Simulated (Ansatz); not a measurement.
Calculated with Ansatz (gas phase, PBE0-D4/def2-TZVP geometries, no zero-point term in ΔE). CCSD(T)/CBS is the MP2 limit (def2-TZVPP, def2-QZVPP) plus CCSD(T) − MP2 in def2-TZVPP, frozen cores. This one scheme is used for every species. DFT in def2-TZVPP. Elements past krypton have def2 core potentials. For Sn outer-core shells are correlated without core-valence functions, which leaves a few kJ/mol of doubt a bond. One conformer a species, not always the lowest.

`F[SiH2][SnH3]` + NH₃ → `N[SiH2][SnH3]` + H–F  (ligand exchange at the Si–F bond)

```
         level  ΔE (kJ/mol)
    r2SCANh-D4         82.8
CCSD/CBS(def2)         80.1
```

(1) What does CCSD(T)/CBS give? (Best estimate.)

Largest T1 diagnostic among the species: 0.013.

## Answers

(1) Computed: +78.2 kJ/mol. The listed levels differ from it by 4.6, 1.9 kJ/mol.

The D4 term adds −6.5 kJ/mol with B3LYP and −3.5 kJ/mol with PBE0; it sums over pairs of atoms, weighted by their polarisabilities, and B3LYP, whose exchange is more repulsive, gets the larger term. Leaving LDA and LC-ωPBE aside and taking each functional with its dispersion term where it has one, the values, not all of them listed here, spread over 15.6 kJ/mol, from revPBE-D4 to B97M-V. LDA lies −8.4 kJ/mol from PBE without D4. In def2-TZVPP, CCSD(T) changes the Hartree–Fock value by −15.6 kJ/mol (the triples alone add −2.0 kJ/mol) and MP2 by −18.9 kJ/mol.

B3LYP here is the variant with VWN-RPA as its local correlation; programs differ in this.
